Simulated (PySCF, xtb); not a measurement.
ZnI, SMILES [I][Zn] (connectivity only; charge and spin as stated), neutral, multiplicity 2.

Harmonic wavenumbers (cm⁻¹) from GFN2-xTB run with xtb 6.7.1 at its own minimum, in rising order: 178.

Problem. What does PBE-D3(BJ)/def2-TZVP (PySCF 2.14.0) give at its own minimum? (Estimate from the structure and the level; the computed values follow.)

Solution. 204. Paired by order, the mean absolute difference is 26 cm⁻¹ and the zero-point energies are 0.3 and 0.3 kcal/mol.
